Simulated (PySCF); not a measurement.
BeF2, SMILES [F][Be][F]. Heavy atoms are numbered as in [Be:1]([F:2])[F:3].

Coordinates come from a r2SCAN-D4/def2-TZVP optimisation. The isomer is the one that the SMILES or the coordinates give; other isomers of the formula were not compared.

Level of theory: PBE/pcSseg-2 (PySCF).

GIAO shieldings, no solvent; atoms alike by connectivity are averaged. δ = σ(ref) − σ: ¹⁹F against CFCl3 (σ = 132.0 ppm), references at their B3LYP-D3(BJ)/def2-TZVP geometries, non-relativistic.

Computed chemical shifts:
```json
[
 {"nucleus": "¹⁹F", "atoms": "F2", "count": "2", "δ (ppm)": "-241.4"}
]
```
